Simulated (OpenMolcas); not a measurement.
## Mo4+: moving or changing the point charges

Mo4+ among 6 point charges of -1 e arranged as an octahedron (Oh), 1.93 Å from the ion.

```json
{
  "Program": "OpenMolcas 26.06",
  "Method": "SS-CASPT2, IPEA 0.25 Eh, imaginary shift 0.1 Eh (closed shells correlated: 4s 4p)",
  "Basis": "ANO-RCC-VDZP [6s5p3d1f]",
  "Scalar Hamiltonian": "DKH2, point nucleus",
  "Active space": "2 electrons in 5 orbitals (4d)",
  "State averaging": "2S+1 = 3 even, 10 roots; 2S+1 = 1 even, 15 roots",
  "Spin-orbit coupling": "state interaction with AMFI integrals over the reference wave functions"
}
```

Runs around this geometry, states (labels of O, the rotations of Oh). Energies in cm-1 above the lowest state or level, χT in cm3 K/mol; under a threefold ground state the first gap can be a small split of the lowest multiplet, not the spin-orbit step; 10Dq and B are least-squares fits to the states below 45000 cm-1, weighted by degeneracy, with a free offset, and given where the rms deviation is under 5 % of |10Dq| (or 100 cm-1) and under 700 cm-1.

```json
{"R (Å)": "1.93", "q (e)": "-0.5", "Ground state": "3T1", "First state of that spin": "3T2 3060", "10Dq": "", "B (rms of fit)": "", "First gap with spin-orbit (degeneracies)": "330 (2, 3)", "χT at 300 K": "0.189", "First state of another spin": "1T2 10020"}
{"R (Å)": "1.78", "q (e)": "-1", "Ground state": "3T1", "First state of that spin": "3T2 8890", "10Dq": "10543", "B (rms of fit)": "708 (284)", "First gap with spin-orbit (degeneracies)": "150 (2, 3)", "χT at 300 K": "0.235", "First state of another spin": "1T2 10410"}
{"R (Å)": "1.93", "q (e)": "-1", "Ground state": "3T1", "First state of that spin": "3T2 6330", "10Dq": "7433", "B (rms of fit)": "717 (317)", "First gap with spin-orbit (degeneracies)": "210 (2, 3)", "χT at 300 K": "0.210", "First state of another spin": "1T2 10440"}
{"R (Å)": "2.05", "q (e)": "-1", "Ground state": "3T1", "First state of that spin": "3T2 4800", "10Dq": "", "B (rms of fit)": "", "First gap with spin-orbit (degeneracies)": "260 (2, 3)", "χT at 300 K": "0.196", "First state of another spin": "1T2 10260"}
```

Taking the first state of the same spin as R^-n, n = -ln(4800 / 8890) / ln(2.05 / 1.78) = 4.4 between the shortest and longest distance.

Scaling the charges by -0.5 / -1 = 0.50 scales the first state of the same spin by 3060 / 6330 = 0.48; with fixed orbitals a first-order splitting would follow the charge.

Roots that are degenerate in the reference are averaged as groups; the widest CASPT2 spread within a group is 360 cm-1 (the 3-fold group of multiplicity 3 near 8890 cm-1 above the lowest state of its run, R = 1.78, q = -1). Shifts and gaps below about the spread of the groups concerned are not significant. An orbital triplet at a regular site is open to Jahn-Teller coupling, which can distort the site and quench the lowest spin-orbit gaps and is left out. Free-ion shares, where given, are those of the reference states; single-state CASPT2 does not remix them. This field is weak: 10Dq is about 3961 cm-1, while octahedral complexes of 4d ions of charge 3 and more, computed by the same method with explicit ligands, had a median near 25000 cm-1. Ground spin and moment need not be those of a real site (figures for R = 1.93, q = -0.5; the like holds for R = 1.78, q = -1, R = 1.93, q = -1, R = 2.05, q = -1). This is an electrostatic model: the charges have no orbitals. No measured value stands beside these numbers.
